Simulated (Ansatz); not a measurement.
**Ligand exchange through a proton shuttle**

Start structure (BH$_{5}$O$_{2}$F$_{2}$, closed shell), relaxed at PBE0-D4/def2-TZVP:

B1  (-0.864, -0.182, -0.915)
H2  (-2.034, -0.321, -1.170)
F3  (-0.196, -1.365, -0.598)
F4  (-0.121, 0.601, -1.746)
H5  (0.110, 0.551, 0.844)
O6  (-0.829, 0.658, 0.496)
H7  (1.470, -0.750, 0.390)
O8  (1.616, -0.005, 0.992)
H9  (-1.440, 0.270, 1.132)
H10  (2.288, 0.543, 0.575)
(Å)

The step: BHF₂ ([F][BH][F]) + H₂O + H₂O → BHOF₂ ([OH][B]([F])[F]) + H₂O + H₂; bonds formed: H2–H7, H5–O8; dative contacts that become bonds: B1–O6; bonds broken: B1–H2, H5–O6, H7–O8. Ansatz 0.2.0; basis: def2-TZVPP and def2-QZVPP; cores frozen in the correlated methods. Extrapolation: Hartree–Fock as exp(−7.88 √X), correlation as X^−2.97. Energies below are by CCSD(T) at an estimated basis limit (MP2 extrapolated from triple and quadruple zeta, plus CCSD(T) − MP2 in triple zeta).

(1) What are the electronic barrier and the energy of the step, from the start structure to the end structure? (An estimate is asked for; the value comes from the calculation.)

No T1 diagnostic of these runs exceeds 0.012.

Answers

(1) By the calculation: Barrier 23.84 kcal/mol; step energy -9.89 kcal/mol (downhill); reverse barrier, their difference, 33.74 kcal/mol. Barrier and step energy count from the start structure, the reverse barrier from the end structure.

The saddle point: One imaginary mode of 902i cm⁻¹.
```csv
pair,start (Å),saddle (Å),end (Å)
B1–O6,1.64,1.48,1.35
H2–H7,3.86,1.06,0.75
H5–O8,1.61,1.06,0.96
B1–H2,1.21,1.37,2.93
H5–O6,1.01,1.43,2.08
H7–O8,0.97,1.17,2.56
```

Zero-point energy (harmonic, PBE0-D4): ZPE is 44.17 kcal/mol at the start and 41.13 kcal/mol at the saddle, so the barrier goes from 23.84 to 20.80 kcal/mol.

The step is the kind of ligand exchange by which a precursor binds to a hydroxyl group, or is hydrolysed, in atomic layer deposition of oxides.

Labels in which every atom is bracketed show which atoms are joined, not bond orders.

For scale, one of the runs: CCSD(T)/def2-TZVPP, 225 basis functions, launched by `ansatz run in.yaml --threads 4 --pin off --events-out ev --progress --plain --max-ram 9574MiB`. Hardware: 4 CPU threads of an Arm Neoverse N1, shared host. Wall time 3.6 min; peak host memory 4.2 GiB.
